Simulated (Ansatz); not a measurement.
Coupled-cluster run, `ClB[SeH]`.

```yaml
crystal:
  periodic: [false, false, false]
  atoms:
    - {symbol: Cl, position_ang: [-2.133389, -0.290031, -0.272293]}
    - {symbol: B, position_ang: [-0.406804, -0.344459, -0.042369]}
    - {symbol: Se, position_ang: [0.577128, 1.299682, -0.015946]}
    - {symbol: H, position_ang: [0.133444, -1.393525, 0.094020]}
    - {symbol: H, position_ang: [1.879521, 0.654733, 0.195188]}
basis:
  gaussian: {orbitals: def2-SVP}
correlation: {method: ccsd_t}
```

```sh
$ ansatz run in.yaml --threads 2 --pin off --events-out ev --progress --plain
```

Log, shortened:

```
Functional definition: HF
716 factors; integrals over basis functions are off by at most 1.4e-3 eV
mean field evaluation 1: about -78498.1673 eV, gradient 1.4e1 eV
mean field evaluation 2: about -78498.1929 eV, gradient 1.4e1 eV
mean field evaluation 4: about -78499.1251 eV, gradient 2.1e0 eV
mean field evaluation 8: about -78499.1452 eV, gradient 1.3e-1 eV
mean field evaluation 16: about -78499.1092 eV, gradient 3.8e-1 eV
mean field -78499.14530467 eV, -2884.7903813150 hartree, gradient 6.0e-6 eV, S^2 0.000000; 0 other end points of the search recorded, 0 dependent functions left out
15 core orbitals not correlated: weight in the atoms' cores, before any rotation towards them, 1.000 or more for the frozen orbitals, at most 0.000 for the correlated occupied ones
reference -78499.14530467 eV, -2884.7903813150 hartree; 14, 14 occupied and 45, 45 virtual orbitals, 716 factors
second order -12.42036444 eV of doubles, -0.00000000 eV of singles
cycle   1  -12.77451234 eV  change   -3.5e-1 eV  update   8.1e-2
cycle   2  -13.10360342 eV  change   -3.3e-1 eV  update   2.4e-2
cycle   3  -13.15451677 eV  change   -5.1e-2 eV  update   1.3e-2
cycle   4  -13.14401001 eV  change    1.1e-2 eV  update   4.3e-3
cycle   5  -13.14519695 eV  change   -1.2e-3 eV  update   1.7e-3
cycle   6  -13.14444539 eV  change    7.5e-4 eV  update   4.5e-4
cycle   7  -13.14444661 eV  change   -1.2e-6 eV  update   1.6e-4
cycle   8  -13.14454810 eV  change   -1.0e-4 eV  update   5.8e-5
cycle   9  -13.14454028 eV  change    7.8e-6 eV  update   2.4e-5
perturbative correction -0.36194132 eV, -0.0133010982 hartree
Total energy: -78512.65178628 eV, -2885.2867353590 hartree
```

Run time 3 s (2 threads of a server CPU on a shared host); peak host memory 0.18 GiB.

MP2 recovers 92.0 % of the CCSD(T) correlation energy and the triples give 2.7 %; T1 = 0.0119.
